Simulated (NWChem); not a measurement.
System: SiAsH$_{3}$OF$_{2}$; SMILES [Si](F)(O)(F)[AsH2]

The following NWChem deck was run.

```
start job
memory heap 200 mb stack 900 mb global 1100 mb
geometry units angstroms noautoz
  O      1.547895     1.423958    -0.044757
  Si     0.016214     0.844095    -0.004784
  F     -0.824906     1.447290    -1.246066
  F     -0.740133     1.401090     1.310453
  As    -0.073972    -1.485548    -0.044539
  H      1.673293     2.379172    -0.027975
  H      1.019786    -1.556186     1.014480
  H      0.943855    -1.515593    -1.178550
end
basis spherical
  * library 6-31g*
end
dft
  xc mn15-l
  iterations 150
  mulliken
end
task dft energy
```

All runs use the structure optimised with PBE0/def2-SVP.

Problem. Give the results of this calculation. (MN15-L/6-31G* (spherical d).) Quantities: energy (Ha); highest occupied level (eV); orbital gap (eV); dipole (D).

Solution. The energy (Ha) is -2801.67 and the highest occupied level (eV) is -7.19. The orbital gap (eV) comes out as 6.96. The dipole (D) is 1.53.
